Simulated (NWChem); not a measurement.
# Basis-set convergence for H$_{4}$PbSi

```xyz
6

Pb     0.3257    -0.3581     0.0000
H     -1.1560    -1.4726     0.0000
Si    -1.4367     1.7410     0.0000
H     -2.3270     1.6852     1.2080
H     -2.3270     1.6852    -1.2080
H     -0.7820     3.0908     0.0000
```
Charge 0, spin multiplicity 1.

The numbers come from NWChem runs, not from measurements. All single points use one geometry, from PBE0/def2-SVP with def2 effective core potentials on Pb, a minimum by its harmonic frequencies.

Quantity: first vertical ionisation energy at the level G0W0@PBE0.

Effective core potentials replace the inner electrons of Pb; spin-orbit coupling is left out. GW and range-separated runs recompute their integrals, the others keep them in memory, which bears on the times. The structure started from a generated list of species.

Costs are rough ratios of processor time within this set of runs, SCF included, with def2-SVP as 1.

In def2-TZVPP the value is 8.12 eV. Among def2-SVP, def2-SVPD, def2-TZVP, def2-TZVPD, which is the smallest basis within 0.2 eV of it?

def2-TZVP, with 111 functions against 148 (also within reach: def2-TZVPD). def2-TZVPP isn't the basis-set limit itself, and a small set can land close by cancellation.

| basis | functions | first vertical ionisation energy (eV) | relative cost |
|---|---|---|---|
| def2-SVP | 64 | 7.79 | 1 |
| def2-SVPD | 88 | 7.79 | under 3 |
| def2-TZVP | 111 | 8.08 | 3 |
| def2-TZVPD | 135 | 8.08 | 5 |
| def2-TZVPP | 148 | 8.12 | 5 |
